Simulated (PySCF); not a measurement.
# Electron correlation in Cd(2+) (cadmium, charge +2)

[Kr] 4d9 5p1, one real determinant (an excited configuration). All numbers are calculated (PySCF 2.14, scalar relativity by spin-free X2C-1e, in x2c-QZVPPall (13s8p7d4f2g, 118 functions)). Frozen: [Kr]; 10 electrons correlated.

MP2 pair energies summed by pair of shells (mhartree):

```json
{"pair": "4d-4d", "energy": "-291.25", "share (%)": "90.6"}
{"pair": "4d-5p", "energy": "-30.26", "share (%)": "9.4"}
```

Total MP2 correlation energy: -321.51 mhartree.

Same-spin part -120.53 and opposite-spin part -200.98 mhartree; SCS-MP2 scales them by 1/3 and 6/5 to -281.36 mhartree.

The reference is one real determinant that mixes LS terms of this configuration.
